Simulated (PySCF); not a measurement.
A PySCF script (with the pyscf-properties extension) for the NMR shieldings of `InChI=1S/C8H16Si/c1-7-2-3-8(4-7,5-7)6-9/h2-6H2,1,9H3/t7-,8-`, on a PBE0-D3(BJ)/def2-SVP geometry:

```python
import basis_set_exchange as bse
import numpy as np
from pyscf import gto, dft
from pyscf.prop import nmr

atoms = """
C    -2.670435   -0.817486    0.865944
C    -1.356965   -0.266793    0.381135
C    -1.356857    1.140052   -0.236088
C     0.146999    1.275792   -0.575648
C     0.646710   -0.086919   -0.068671
C     2.118222   -0.407042   -0.210755
Si    3.283655    0.675665    0.808029
C    -0.453788   -1.029563   -0.616629
C    -0.101366   -0.196719    1.283367
H    -3.106047   -0.172117    1.645922
H    -3.398863   -0.882816    0.041489
H    -2.551737   -1.825816    1.291347
H    -1.706707    1.899885    0.480754
H    -2.006041    1.196003   -1.124112
H     0.338085    1.400739   -1.653314
H     0.630423    2.116707   -0.054178
H     2.305923   -1.453000    0.088744
H     2.420148   -0.334997   -1.271029
H     2.937941    0.601342    2.261819
H     3.224353    2.109880    0.387349
H     4.692064    0.201502    0.636084
H    -0.288687   -2.075425   -0.314246
H    -0.698572   -0.978565   -1.691365
H     0.100420   -1.150716    1.794925
H    -0.017869    0.638367    1.999233
"""
names = dict.fromkeys(["C", "Si", "H"], "pcSseg-1")
basis = {el: gto.basis.parse(bse.get_basis(n, elements=[el], fmt="nwchem")) for el, n in names.items()}
mol = gto.M(atom=atoms, basis=basis, charge=0, verbose=0)
mf = dft.RKS(mol, xc="GGA_XC_KT2")
mf.grids.level = 2
mf.grids.alignment = dft.numint.BLKSIZE   # the property module wants whole blocks of grid points
mf.conv_tol = 1e-9
mf.kernel()

calc = nmr.RKS(mf)   # GIAO
sigma = calc.kernel()   # uncoupled for a functional without exact exchange
for i, s in enumerate(sigma):   # ppm
    w = np.linalg.eigvalsh((s + s.T) / 2)
    print("%2d %-2s iso %8.1f  s11 %8.1f  s22 %8.1f  s33 %8.1f" % (i, mol.atom_pure_symbol(i), w.mean(), *w))
```

**Question.** Give the expected output.

**Answer.** 
```
 0 C  iso    161.2  s11    146.3  s22    150.5  s33    187.0
 1 C  iso    135.4  s11    118.3  s22    126.1  s33    161.9
 2 C  iso    144.0  s11    129.7  s22    137.5  s33    164.8
 3 C  iso    146.2  s11    132.4  s22    141.6  s33    164.6
 4 C  iso    133.8  s11    116.3  s22    123.2  s33    161.8
 5 C  iso    166.0  s11    148.8  s22    157.0  s33    192.2
 6 Si iso    439.4  s11    416.2  s22    420.6  s33    481.4
 7 C  iso    128.4  s11    120.9  s22    129.3  s33    135.0
 8 C  iso    133.4  s11    126.9  s22    134.2  s33    139.2
 9 H  iso     29.9  s11     25.8  s22     27.4  s33     36.5
10 H  iso     29.9  s11     25.7  s22     27.4  s33     36.7
11 H  iso     29.9  s11     25.0  s22     28.2  s33     36.3
12 H  iso     29.7  s11     25.7  s22     27.8  s33     35.5
13 H  iso     29.7  s11     25.7  s22     27.6  s33     35.7
14 H  iso     29.8  s11     25.6  s22     28.2  s33     35.6
15 H  iso     29.4  s11     24.6  s22     28.7  s33     34.8
16 H  iso     30.0  s11     24.5  s22     29.6  s33     35.9
17 H  iso     30.0  s11     25.4  s22     28.5  s33     36.0
18 H  iso     27.3  s11     23.6  s22     26.7  s33     31.7
19 H  iso     27.2  s11     23.2  s22     26.5  s33     31.9
20 H  iso     27.4  s11     24.2  s22     24.8  s33     33.3
21 H  iso     30.2  s11     28.3  s22     28.6  s33     33.8
22 H  iso     30.0  s11     26.7  s22     27.3  s33     36.1
23 H  iso     30.3  s11     28.0  s22     29.1  s33     33.7
24 H  iso     30.0  s11     26.5  s22     27.7  s33     35.7
```

These numbers come from an equivalent density-fitted implementation of the same equations, which agrees with the script to about 0.01 ppm for H and up to a few tenths of a ppm for heavy atoms, so last digits may differ.

**Question.** Turn these shieldings into chemical shifts. δ = σ(ref) − σ, references computed at the same level: ¹³C (σref 183.22), ²⁹Si (σref 361.05), ¹H (σref 31.18) against TMS.

**Answer.** Averaging equivalent atoms: C 7/8: 52.3; C 4: 49.4; C 1: 47.8; C 2: 39.2; C 3: 37.0; C 0: 22.0; C 5: 17.2; Si 6: -78.3; H 18/19/20: 3.86; H 14/15: 1.59; H 12/13: 1.51; H 9/10/11: 1.28; H 16/17: 1.22; H 22/24: 1.19; H 21/23: 0.93 ppm. 

Size and cost of the density-fitted run: 240 basis functions, 71 s wall time on 1 thread of an Arm Neoverse V2, shared host; peak memory 1 GiB.
